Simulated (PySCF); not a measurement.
# Peak assignment

Atom-mapped SMILES (the numbers label the heavy atoms): `[CH3:1][C:2](=[O:3])[SiH2:4][O:5][SiH2:6][O:7][SiH3:8]` (H(Xn): hydrogen on atom n).

Calculated, not measured (PySCF): PBE0/pcSseg-1 with gauge-including orbitals, GFN2-xTB geometry. Non-relativistic, single conformer, no solvent model, equivalent nuclei averaged.

References, each an isolated molecule treated in the same way: 13C, 1H against TMS.

(1) Assign these signals to the numbered atoms. 13C{1H} NMR (computed): δ 246.4, 37.4.

(2) Assign these signals to the numbered atoms. 1H NMR (400 MHz, computed): δ 5.24 (s, 2H), 5.09 (s, 3H), 4.99 (s, 2H), 2.39 (s, 3H).

Answers

(1) 
| δ (ppm) | atoms | environment | reason |
| --- | --- | --- | --- |
| 246.4 | C2 | carbonyl carbon | – |
| 37.4 | C1 | methyl carbon α to a carbonyl | the adjacent C=O deshields it moderately |

(2) 
| δ (ppm) | atoms | environment | reason |
| --- | --- | --- | --- |
| 5.24 | H(Si4) | hydrogen on a silicon bonded to C, O | – |
| 5.09 | H(Si8) | hydrogen on a silicon bonded to O | – |
| 4.99 | H(Si6) | hydrogen on a silicon bonded to 2 O | – |
| 2.39 | H(C1) | hydrogen on a methyl carbon α to a carbonyl | α to C=O |

H(Si8) and H(Si6) lie closer than the usual error of such a calculation, so a measured spectrum could show them in the other order.

Shifts are as computed. Against solution values, carbons near 30 ppm lie about +3 ppm off and those near 130 ppm about +5 ppm. Of 1211 compounds with measured shifts, 218 miss one by over three times the rms of a fit or turn the order of signals round; such compounds aren't used in these exercises. No couplings were computed; multiplicities are counted from neighbouring protons, with m where these are inequivalent, close in shift, in a saturated or five-membered ring or joined by F or P, and br s for small geminal =CH2 splittings.
